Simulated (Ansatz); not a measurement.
`F[Si]1(Br)BC1` + CH₄ → `C[Si]1(Br)BC1` + H–F  (formal exchange of groups at the Si–F bond)

Program: Ansatz. Geometries: PBE0-D4/def2-TZVP. ΔE: electronic, gas phase. CCSD(T)/CBS adds triple-zeta CCSD(T) − MP2 to the extrapolated MP2 energy (def2 sets, frozen cores). This one scheme is used for every species. DFT in def2-TZVPP. B3LYP here is the variant with VWN-RPA as its local correlation; programs differ in this. For Br outer-core shells are correlated without core-valence functions, which leaves a few kJ/mol of doubt a bond. Scalar relativity is left out up to krypton.

CCSD(T)/CBS gives +115.9 kJ/mol.

**Question.** Another level gave +114.2 kJ/mol. Which?
A. PBE-D4/def2-TZVPP
B. B3LYP-D4/def2-TZVPP
C. HF/def2-TZVPP
D. CCSD/def2-TZVPP

**Answer.** A. PBE-D4 114.2, B3LYP-D4 125.6, CCSD/def2-TZVPP 120.0, HF/def2-TZVPP 138.3 kJ/mol.

Largest T1 diagnostic among the species: 0.012.

The D4 term adds −7.6 kJ/mol with B3LYP and −4.3 kJ/mol with PBE0; it sums over pairs of atoms, weighted by their polarisabilities, and B3LYP, whose exchange is more repulsive, gets the larger term. In def2-TZVPP, CCSD(T) changes the Hartree–Fock value by −20.9 kJ/mol (the triples alone add −2.6 kJ/mol) and MP2 by −24.2 kJ/mol.
